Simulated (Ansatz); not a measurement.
Ansatz (an electronic-structure program) input (B3LYP-D3(BJ)/def2-TZVP):

Ansatz 0.2 input:
```yaml
crystal:
  periodic: [false, false, false]
  atoms:
    - {symbol: C, position_ang: [1.59719030, 0.19850803, 0.10445867]}
    - {symbol: C, position_ang: [0.46338925, -0.77883048, -0.19216156]}
    - {symbol: C, position_ang: [-0.87644889, -0.31779276, 0.33616147]}
    - {symbol: F, position_ang: [-1.25734084, 0.87869393, -0.28533279]}
    - {symbol: H, position_ang: [1.39387359, 1.17385583, -0.33824818]}
    - {symbol: H, position_ang: [1.72301410, 0.33829457, 1.18087625]}
    - {symbol: H, position_ang: [2.54353264, -0.16490323, -0.29846995]}
    - {symbol: H, position_ang: [0.37565548, -0.94347248, -1.26960819]}
    - {symbol: H, position_ang: [0.67488599, -1.75442217, 0.25804690]}
    - {symbol: H, position_ang: [-0.83724573, -0.12031814, 1.41107334]}
    - {symbol: H, position_ang: [-1.66243247, -1.04858841, 0.13357339]}
basis:
  gaussian:
    orbitals: def2-TZVP
hamiltonian:
  xc: b3lyp
  dispersion: d3bj
phonons: {temperatures: {t_min: 298.15, t_max: 298.15, t_step: 100}}
```

Output:

```
Functional definition: B3LYP
integrals: 0.07 GiB planned
1004 factors; their error is unknown
mean field: 0.69 GiB planned
mean field evaluation 1: about -5936.3092 eV, gradient 6.2e1 eV
mean field evaluation 2: about -5931.3125 eV, gradient 7.5e1 eV
mean field evaluation 4: about -5944.9116 eV, gradient 1.7e0 eV
mean field evaluation 8: about -5944.9165 eV, gradient 6.3e-2 eV
mean field evaluation 16: about -5944.8968 eV, gradient 1.1e-4 eV
mean field -5944.89684793 eV, -218.4709295656 hartree, gradient 2.9e-5 eV, S^2 0.000000; 0 other end points of the search recorded, 0 dependent functions left out
the calculation of the forces begins
reference -5944.89709598 eV, -218.4709386815 hartree; 17, 17 occupied and 149, 149 virtual orbitals, 1004 factors
these checks for a lower state are left out or cut short: stability, starts, cluster_reference, orbital_swaps, neighbouring_geometries, increment
integrals: 0.07 GiB planned
1004 factors; their error is unknown
mean field: 0.69 GiB planned
mean field -5944.89672956 eV, -218.4709252158 hartree, gradient 3.0e-6 eV, S^2 0.000000; 0 other end points of the search recorded, 0 dependent functions left out
the calculation of the forces begins
reference -5944.89697755 eV, -218.4709343290 hartree; 17, 17 occupied and 149, 149 virtual orbitals, 1004 factors
these checks for a lower state are left out or cut short: stability, starts, cluster_reference, orbital_swaps, neighbouring_geometries, increment
integrals: 0.07 GiB planned
1004 factors; their error is unknown
mean field: 0.69 GiB planned
mean field evaluation 32: about -5944.8967 eV, gradient 3.0e-6 eV
mean field -5944.89665275 eV, -218.4709223930 hartree, gradient 3.0e-6 eV, S^2 0.000000; 0 other end points of the search recorded, 0 dependent functions left out
the calculation of the forces begins
reference -5944.89690088 eV, -218.4709315115 hartree; 17, 17 occupied and 149, 149 virtual orbitals, 1004 factors
these checks for a lower state are left out or cut short: stability, starts, cluster_reference, orbital_swaps, neighbouring_geometries, increment
integrals: 0.07 GiB planned
1004 factors; their error is unknown
mean field: 0.69 GiB planned
mean field -5944.89669587 eV, -218.4709239774 hartree, gradient 3.0e-6 eV, S^2 0.000000; 0 other end points of the search recorded, 0 dependent functions left out
the calculation of the forces begins
reference -5944.89694393 eV, -218.4709330936 hartree; 17, 17 occupied and 149, 149 virtual orbitals, 1004 factors
these checks for a lower state are left out or cut short: stability, starts, cluster_reference, orbital_swaps, neighbouring_geometries, increment
integrals: 0.07 GiB planned
1004 factors; their error is unknown
mean field: 0.69 GiB planned
mean field -5944.89668076 eV, -218.4709234223 hartree, gradient 3.0e-6 eV, S^2 0.000000; 0 other end points of the search recorded, 0 dependent functions left out
the calculation of the forces begins
reference -5944.89692881 eV, -218.4709325378 hartree; 17, 17 occupied and 149, 149 virtual orbitals, 1004 factors
these checks for a lower state are left out or cut short: stability, starts, cluster_reference, orbital_swaps, neighbouring_geometries, increment
integrals: 0.07 GiB planned
1004 factors; their error is unknown
mean field: 0.69 GiB planned
mean field -5944.89667582 eV, -218.4709232406 hartree, gradient 3.0e-6 eV, S^2 0.000000; 0 other end points of the search recorded, 0 dependent functions left out
the calculation of the forces begins
reference -5944.89692385 eV, -218.4709323556 hartree; 17, 17 occupied and 149, 149 virtual orbitals, 1004 factors
these checks for a lower state are left out or cut short: stability, starts, cluster_reference, orbital_swaps, neighbouring_geometries, increment
integrals: 0.07 GiB planned
[...]
mean field: 0.69 GiB planned
mean field evaluation 384: about -5944.9177 eV, gradient 3.1e-4 eV
mean field -5944.89681828 eV, -218.4709284761 hartree, gradient 3.0e-6 eV, S^2 0.000000; 0 other end points of the search recorded, 0 dependent functions left out
the calculation of the forces begins
reference -5944.89706634 eV, -218.4709375921 hartree; 17, 17 occupied and 149, 149 virtual orbitals, 1004 factors
these checks for a lower state are left out or cut short: stability, starts, cluster_reference, orbital_swaps, neighbouring_geometries, increment
integrals: 0.07 GiB planned
1004 factors; their error is unknown
mean field: 0.69 GiB planned
mean field -5944.89681951 eV, -218.4709285212 hartree, gradient 3.0e-6 eV, S^2 0.000000; 0 other end points of the search recorded, 0 dependent functions left out
the calculation of the forces begins
reference -5944.89706756 eV, -218.4709376368 hartree; 17, 17 occupied and 149, 149 virtual orbitals, 1004 factors
these checks for a lower state are left out or cut short: stability, starts, cluster_reference, orbital_swaps, neighbouring_geometries, increment
integrals: 0.07 GiB planned
1004 factors; their error is unknown
mean field: 0.69 GiB planned
mean field -5944.89680806 eV, -218.4709281003 hartree, gradient 3.0e-6 eV, S^2 0.000000; 0 other end points of the search recorded, 0 dependent functions left out
the calculation of the forces begins
reference -5944.89705610 eV, -218.4709372159 hartree; 17, 17 occupied and 149, 149 virtual orbitals, 1004 factors
these checks for a lower state are left out or cut short: stability, starts, cluster_reference, orbital_swaps, neighbouring_geometries, increment
integrals: 0.07 GiB planned
1004 factors; their error is unknown
mean field: 0.69 GiB planned
mean field -5944.89685502 eV, -218.4709298262 hartree, gradient 3.0e-6 eV, S^2 0.000000; 0 other end points of the search recorded, 0 dependent functions left out
the calculation of the forces begins
reference -5944.89710308 eV, -218.4709389423 hartree; 17, 17 occupied and 149, 149 virtual orbitals, 1004 factors
these checks for a lower state are left out or cut short: stability, starts, cluster_reference, orbital_swaps, neighbouring_geometries, increment
integrals: 0.07 GiB planned
1004 factors; their error is unknown
mean field: 0.69 GiB planned
mean field evaluation 416: about -5944.8968 eV, gradient 2.7e-6 eV
mean field -5944.89682695 eV, -218.4709287948 hartree, gradient 3.0e-6 eV, S^2 0.000000; 0 other end points of the search recorded, 0 dependent functions left out
the calculation of the forces begins
reference -5944.89707500 eV, -218.4709379103 hartree; 17, 17 occupied and 149, 149 virtual orbitals, 1004 factors
these checks for a lower state are left out or cut short: stability, starts, cluster_reference, orbital_swaps, neighbouring_geometries, increment
integrals: 0.07 GiB planned
1004 factors; their error is unknown
mean field: 0.69 GiB planned
mean field -5944.89682612 eV, -218.4709287643 hartree, gradient 3.0e-6 eV, S^2 0.000000; 0 other end points of the search recorded, 0 dependent functions left out
the calculation of the forces begins
reference -5944.89707419 eV, -218.4709378804 hartree; 17, 17 occupied and 149, 149 virtual orbitals, 1004 factors
these checks for a lower state are left out or cut short: stability, starts, cluster_reference, orbital_swaps, neighbouring_geometries, increment
integrals: 0.07 GiB planned
1004 factors; their error is unknown
mean field: 0.69 GiB planned
mean field -5944.89676877 eV, -218.4709266566 hartree, gradient 3.0e-6 eV, S^2 0.000000; 0 other end points of the search recorded, 0 dependent functions left out
the calculation of the forces begins
reference -5944.89701690 eV, -218.4709357751 hartree; 17, 17 occupied and 149, 149 virtual orbitals, 1004 factors
these checks for a lower state are left out or cut short: stability, starts, cluster_reference, orbital_swaps, neighbouring_geometries, increment
integrals: 0.07 GiB planned
1004 factors; their error is unknown
mean field: 0.69 GiB planned
mean field -5944.89673338 eV, -218.4709253559 hartree, gradient 3.0e-6 eV, S^2 0.000000; 0 other end points of the search recorded, 0 dependent functions left out
the calculation of the forces begins
reference -5944.89698136 eV, -218.4709344690 hartree; 17, 17 occupied and 149, 149 virtual orbitals, 1004 factors
these checks for a lower state are left out or cut short: stability, starts, cluster_reference, orbital_swaps, neighbouring_geometries, increment
integrals: 0.07 GiB planned
1004 factors; their error is unknown
mean field: 0.69 GiB planned
mean field -5944.89676392 eV, -218.4709264785 hartree, gradient 3.0e-6 eV, S^2 0.000000; 0 other end points of the search recorded, 0 dependent functions left out
the calculation of the forces begins
reference -5944.89701191 eV, -218.4709355919 hartree; 17, 17 occupied and 149, 149 virtual orbitals, 1004 factors
these checks for a lower state are left out or cut short: stability, starts, cluster_reference, orbital_swaps, neighbouring_geometries, increment
integrals: 0.07 GiB planned
1004 factors; their error is unknown
mean field: 0.69 GiB planned
mean field evaluation 448: about -5944.8964 eV, gradient 5.4e-1 eV
mean field -5944.89680996 eV, -218.4709281702 hartree, gradient 3.0e-6 eV, S^2 0.000000; 0 other end points of the search recorded, 0 dependent functions left out
the calculation of the forces begins
reference -5944.89705808 eV, -218.4709372884 hartree; 17, 17 occupied and 149, 149 virtual orbitals, 1004 factors
these checks for a lower state are left out or cut short: stability, starts, cluster_reference, orbital_swaps, neighbouring_geometries, increment
integrals: 0.07 GiB planned
1004 factors; their error is unknown
mean field: 0.69 GiB planned
mean field -5944.89678639 eV, -218.4709273039 hartree, gradient 3.0e-6 eV, S^2 0.000000; 0 other end points of the search recorded, 0 dependent functions left out
the calculation of the forces begins
reference -5944.89703437 eV, -218.4709364173 hartree; 17, 17 occupied and 149, 149 virtual orbitals, 1004 factors
these checks for a lower state are left out or cut short: stability, starts, cluster_reference, orbital_swaps, neighbouring_geometries, increment
integrals: 0.07 GiB planned
1004 factors; their error is unknown
mean field: 0.69 GiB planned
mean field -5944.89679959 eV, -218.4709277892 hartree, gradient 3.0e-6 eV, S^2 0.000000; 0 other end points of the search recorded, 0 dependent functions left out
the calculation of the forces begins
reference -5944.89704771 eV, -218.4709369074 hartree; 17, 17 occupied and 149, 149 virtual orbitals, 1004 factors
these checks for a lower state are left out or cut short: stability, starts, cluster_reference, orbital_swaps, neighbouring_geometries, increment
integrals: 0.07 GiB planned
1004 factors; their error is unknown
mean field: 0.69 GiB planned
mean field -5944.89683061 eV, -218.4709289290 hartree, gradient 3.0e-6 eV, S^2 0.000000; 0 other end points of the search recorded, 0 dependent functions left out
the calculation of the forces begins
reference -5944.89707866 eV, -218.4709380448 hartree; 17, 17 occupied and 149, 149 virtual orbitals, 1004 factors
these checks for a lower state are left out or cut short: stability, starts, cluster_reference, orbital_swaps, neighbouring_geometries, increment
integrals: 0.07 GiB planned
1004 factors; their error is unknown
mean field: 0.69 GiB planned
mean field evaluation 480: about -5944.8968 eV, gradient 3.0e-6 eV
mean field -5944.89682614 eV, -218.4709287648 hartree, gradient 3.0e-6 eV, S^2 0.000000; 0 other end points of the search recorded, 0 dependent functions left out
the calculation of the forces begins
reference -5944.89707420 eV, -218.4709378807 hartree; 17, 17 occupied and 149, 149 virtual orbitals, 1004 factors
Total energy: -5945.17793572 eV, -218.4812593515 hartree
Atom 0 at     1.597190     0.198508     0.104459 Å, force    -0.000138     0.000015    -0.000079 eV/Å
Atom 1 at     0.463389    -0.778830    -0.192162 Å, force     0.000094     0.000166    -0.000058 eV/Å
Atom 2 at    -0.876449    -0.317793     0.336161 Å, force    -0.000229    -0.000326     0.000469 eV/Å
Atom 3 at    -1.257341     0.878694    -0.285333 Å, force     0.000045     0.000314    -0.000131 eV/Å
Atom 4 at     1.393874     1.173856    -0.338248 Å, force     0.000047    -0.000079     0.000044 eV/Å
Atom 5 at     1.723014     0.338295     1.180876 Å, force    -0.000107     0.000051    -0.000138 eV/Å
Atom 6 at     2.543533    -0.164903    -0.298470 Å, force     0.000019    -0.000110     0.000150 eV/Å
Atom 7 at     0.375655    -0.943472    -1.269608 Å, force    -0.000017    -0.000039     0.000133 eV/Å
Atom 8 at     0.674886    -1.754422     0.258047 Å, force     0.000123     0.000023    -0.000182 eV/Å
Atom 9 at    -0.837246    -0.120318     1.411073 Å, force     0.000093     0.000029    -0.000191 eV/Å
Atom 10 at    -1.662432    -1.048588     0.133573 Å, force     0.000069    -0.000045    -0.000018 eV/Å
Dipole moment:     0.155440    -0.332456     0.138695 e Å
Vibrations: 142.99 218.12 318.01 480.47 771.87 872.99 924.81 973.49 1075.54 1122.99 1176.84 1273.56 1304.26 1385.02 1409.63 1425.95 1476.65 1496.78 1508.53 1512.94 3022.53 3031.36 3034.31 3057.23 3081.02 3095.32 3110.51 cm⁻¹, zero-point energy 2.622497 eV
```
